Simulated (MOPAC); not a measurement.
Input for MOPAC: PM6 on CH5GaO (SMILES [CH3][GaH][OH]), a point of a bond scan (R = 1.727 Å).

```
PM6 1SCF PRECISE CHARGE=0 THREADS=1
CH5GaO

Ga    -0.20387702 1    -0.20087746 1    -0.18794731 1
H     -1.21609242 1    -1.27963781 1    -1.07970569 1
C      0.23367618 1     1.68484976 1    -0.52349908 1
H      0.71008193 1     1.79959260 1    -1.49873918 1
H      0.90792671 1     2.05496810 1     0.24752430 1
H     -0.67239606 1     2.29332646 1    -0.52678867 1
O      0.58916424 1    -0.88060294 1     1.28534330 1
H      0.38327687 1    -1.80339226 1     1.46125511 1
```

Output:

```
*******************************************************************************
 **                                                                           **
 **                              MOPAC v23.2.5                                **
 **                                                                           **
 *******************************************************************************
 ** MOPAC's Digital Object Identifier: https://doi.org/10.5281/zenodo.6511958 **
 **                                                                           **
 ** Please cite the open-source release paper for use of this MOPAC version:  **
 ** J. E. Moussa and J. J. P. Stewart (2026)                                  **
 ** MOPAC: An open-source semiempirical molecular orbital program             **
 ** J. Open Source Softw., 11(119), 8025, https://doi.org/10.21105/joss.08025 **
 *******************************************************************************

                              PM6 CALCULATION RESULTS

 *******************************************************************************
 *  PM6        - The PM6 Hamiltonian to be used
 *
 *
 *
 *                 CHARGE ON SYSTEM = 0
 *
 *
 *
 *  PRECISE    - TIGHTER CRITERIA TO BE USED
 *  1SCF       - DO 1 SCF AND THEN STOP
 *  THREADS=1  - MULTI-THREADING NOT USED
 *  T=         - A TIME OF 172800.0 SECONDS REQUESTED
 *  DUMP=N     - RESTART FILE WRITTEN EVERY 7200.0 SECONDS REQUESTED
 *******************************************************************************
PM6 1SCF PRECISE CHARGE=0 THREADS=1
 CH5GaO

   ATOM   CHEMICAL          X               Y               Z
  NUMBER   SYMBOL      (ANGSTROMS)     (ANGSTROMS)     (ANGSTROMS)

     1      Ga         -0.20387702  *  -0.20087746  *  -0.18794731  *
     2       H         -1.21609242  *  -1.27963781  *  -1.07970569  *
     3       C          0.23367618  *   1.68484976  *  -0.52349908  *
     4       H          0.71008193  *   1.79959260  *  -1.49873918  *
     5       H          0.90792671  *   2.05496810  *   0.24752430  *
     6       H         -0.67239606  *   2.29332646  *  -0.52678867  *
     7       O          0.58916424  *  -0.88060294  *   1.28534330  *
     8       H          0.38327687  *  -1.80339226  *   1.46125511  *



          CARTESIAN COORDINATES

    NO.       ATOM           X           Y           Z

     1        Ga         -0.2039     -0.2009     -0.1879
     2         H         -1.2161     -1.2796     -1.0797
     3         C          0.2337      1.6848     -0.5235
     4         H          0.7101      1.7996     -1.4987
     5         H          0.9079      2.0550      0.2475
     6         H         -0.6724      2.2933     -0.5268
     7         O          0.5892     -0.8806      1.2853
     8         H          0.3833     -1.8034      1.4613

 General Reference for PM6:
 "Optimization of Parameters for Semiempirical Methods V: Modification of NDDO Approximations
 and Application to 70 Elements", J. J. P. Stewart, J. Mol. Mod., 13, 1173-1213 (2007)
 URL: https://link.springer.com/article/10.1007/s00894-007-0233-4

           Empirical Formula: C H5 O Ga  =     8 atoms



      MOLECULAR POINT GROUP   :   Cs


      RHF CALCULATION, NO. OF DOUBLY OCCUPIED LEVELS = 9


 -------------------------------------------------------------------------------
 PM6 1SCF PRECISE CHARGE=0 THREADS=1
 CH5GaO



     1SCF WAS SPECIFIED, SO BFGS WAS NOT USED
     SCF FIELD WAS ACHIEVED


                              PM6 CALCULATION
                                                       MOPAC v23.2.5 Linux




          FINAL HEAT OF FORMATION =        -36.48713 KCAL/MOL =    -152.66214 KJ/MOL


          COSMO AREA              =        101.44 SQUARE ANGSTROMS
          COSMO VOLUME            =         82.98 CUBIC ANGSTROMS

          IONIZATION POTENTIAL    =         11.026029 EV
          HOMO LUMO ENERGIES (EV) =        -11.026  0.173
          NO. OF FILLED LEVELS    =          9
          MOLECULAR WEIGHT        =        102.7849         POINT GROUP:  Cs

          MOLECULAR DIMENSIONS (Angstroms)

            Atom       Atom       Distance
            H     8    H     6     4.67438
            H     5    H     2     3.72350
            H     4    H     8     1.72099


          SCF CALCULATIONS        =          1





   ATOM   CHEMICAL          X               Y               Z
  NUMBER   SYMBOL      (ANGSTROMS)     (ANGSTROMS)     (ANGSTROMS)

     1      Ga         -0.20387702  *  -0.20087746  *  -0.18794731  *
     2       H         -1.21609242  *  -1.27963781  *  -1.07970569  *
     3       C          0.23367618  *   1.68484976  *  -0.52349908  *
     4       H          0.71008193  *   1.79959260  *  -1.49873918  *
     5       H          0.90792671  *   2.05496810  *   0.24752430  *
     6       H         -0.67239606  *   2.29332646  *  -0.52678867  *
     7       O          0.58916424  *  -0.88060294  *   1.28534330  *
     8       H          0.38327687  *  -1.80339226  *   1.46125511  *

                             CARTESIAN COORDINATES

   1   Ga       -0.203877020    -0.200877460    -0.187947310
   2    H       -1.216092420    -1.279637810    -1.079705690
   3    C        0.233676180     1.684849760    -0.523499080
   4    H        0.710081930     1.799592600    -1.498739180
   5    H        0.907926710     2.054968100     0.247524300
   6    H       -0.672396060     2.293326460    -0.526788670
   7    O        0.589164240    -0.880602940     1.285343300
   8    H        0.383276870    -1.803392260     1.461255110


           Empirical Formula: C H5 O Ga  =     8 atoms



      MOLECULAR POINT GROUP   :   Cs


                  EIGENVALUES
 -28.45743 -24.91217 -18.07487 -15.78418 -13.99000 -13.85098 -12.21378 -11.75967
 -11.02603   0.17279   0.89817   2.82060   3.70025   5.63913   5.76315   5.88255
   6.62791


              NET ATOMIC CHARGES AND DIPOLE CONTRIBUTIONS

  ATOM NO.   TYPE          CHARGE      No. of ELECS.   s-Pop       p-Pop
    1         Ga           0.138831        2.8612     1.29086     1.57031
    2          H           0.128473        0.8715     0.87153
    3          C          -0.502071        4.5021     1.08000     3.42207
    4          H           0.168680        0.8313     0.83132
    5          H           0.174489        0.8255     0.82551
    6          H           0.168680        0.8313     0.83132
    7          O          -0.591879        6.5919     1.77218     4.81970
    8          H           0.314798        0.6852     0.68520
 DIPOLE           X         Y         Z       TOTAL
 POINT-CHG.    -1.754    -0.172    -2.407     2.983
 HYBRID         0.383    -0.284     0.689     0.838
 SUM           -1.371    -0.456    -1.718     2.245


          ATOMIC ORBITAL ELECTRON POPULATIONS

     Atom    s        px        py        pz
    1 Ga   1.29086   0.39153   0.72608   0.45270
    2  H   0.87153
    3  C   1.08000   1.17169   1.07812   1.17226
    4  H   0.83132
    5  H   0.82551
    6  H   0.83132
    7  O   1.77218   1.76196   1.42510   1.63265
    8  H   0.68520

 **********************
 *                    *
 * JOB ENDED NORMALLY *
 *                    *
 **********************




 == MOPAC DONE ==
```

The run finished.

Cost: about 0.020 core-seconds (a rough figure).
